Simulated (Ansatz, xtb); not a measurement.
# C5H3ClN2O: which of two isomers lies lower

Structure a is `O=Cc1nccnc1Cl`, a singlet and structure b is `[H]/N=C(C#N)/C(C=O)=C\Cl`, a singlet. Both are isolated molecules in the gas phase, relaxed with B3LYP-D3(BJ)/def2-SVP; the shapes shown needn't be the lowest conformers.

a (Å):

```xyz
12

C    -1.9139   -1.2722   -0.0053
C    -0.5094   -1.5992   -0.4177
C     1.0841   -1.2711   -2.0355
C     1.9782   -2.0746   -1.3177
C     0.4106   -2.4096    0.2936
Cl   -0.0050   -3.1548    1.8004
N    -0.1428   -1.0443   -1.5789
N     1.6324   -2.6356   -0.1605
O    -2.4742   -1.6477    0.9915
H    -2.4007   -0.6103   -0.7647
H     1.3707   -0.8112   -2.9866
H     2.9914   -2.2664   -1.6868
```

b (Å):

```yaml
atoms:
  - { symbol: C, position_ang: [1.3773, -1.6257, -1.7484] }
  - { symbol: C, position_ang: [1.0959, -0.7986, -0.5800] }
  - { symbol: C, position_ang: [1.0553, -1.3915, 0.7729] }
  - { symbol: C, position_ang: [0.7276, -0.4643, 1.9141] }
  - { symbol: C, position_ang: [1.2775, -2.6767, 1.1280] }
  - { symbol: Cl, position_ang: [1.6739, -3.9996, 0.1221] }
  - { symbol: N, position_ang: [1.5834, -2.1521, -2.7610] }
  - { symbol: N, position_ang: [0.8783, 0.4568, -0.7298] }
  - { symbol: O, position_ang: [0.6646, -0.8267, 3.0656] }
  - { symbol: H, position_ang: [0.9347, 0.7349, -1.7137] }
  - { symbol: H, position_ang: [0.5461, 0.5887, 1.6123] }
  - { symbol: H, position_ang: [1.2012, -2.9268, 2.1904] }
```

Task: Which of the two would you expect CCSD(T)/def2-SVP + ΔMP2/def2-TZVPP electronic energies to favour?

Result: Structure a; the calculation gives E(b) − E(a) = +1.003 eV.

The same difference at several levels:

| level | geometry | E(b) − E(a) (eV) | departure from the last row (eV) | job, with rough time for the two |
| --- | --- | --- | --- | --- |
| GFN2-xTB | GFN2-xTB | +2.234 | +1.231 | optimisation, 0.16 s |
| HF/STO-3G | GFN2-xTB | +1.881 | +0.878 | single point, 0.46 s |
| r2SCAN-D4/def2-SVP | GFN2-xTB | +1.526 | +0.523 | single point, 4.3 s |
| B3LYP-D3(BJ)/def2-SVP | B3LYP-D3(BJ)/def2-SVP | +1.346 | +0.343 | optimisation, 43 s |
| HF/def2-SVP | B3LYP-D3(BJ)/def2-SVP | +1.113 | +0.110 | part of the CCSD(T) run |
| MP2/def2-SVP | B3LYP-D3(BJ)/def2-SVP | +1.131 | +0.128 | part of the CCSD(T) run |
| CCSD(T)/def2-SVP | B3LYP-D3(BJ)/def2-SVP | +0.980 | −0.023 | single point |
| CCSD(T)/def2-SVP + ΔMP2/def2-TZVPP | B3LYP-D3(BJ)/def2-SVP | +1.003 |  | single point, 1.7 min |

As drawn, b has 1 N–H, 1 C=N, 2 C–C, 1 C≡N, 1 C=C in place of 4 C∷N, 2 C∷C, 1 C–H (∷ is an aromatic bond). Structure a has a 6-membered ring (with an aromatic ring), b no ring.

None of the levels shown reverses the order. The largest departure from CCSD(T)/def2-SVP + ΔMP2/def2-TZVPP is that of GFN2-xTB, 1.231 eV. The last row adds to CCSD(T) the change of the MP2 difference between the two basis sets, here +0.023 eV.

With thermal terms from frequencies at re-optimised GFN2-xTB minima (ideal gas, soft modes damped towards free rotors, one conformer each, 298.15 K, 1 atm): on the last row, ΔE + ΔZPE = +0.946, ΔH = +0.987, ΔG = +0.885 eV.

The correlated steps freeze 13 core orbitals. Codes used: Ansatz 0.2.0, xtb 6.7.1; the last row on 4 threads of Arm Neoverse V1 on a shared host.
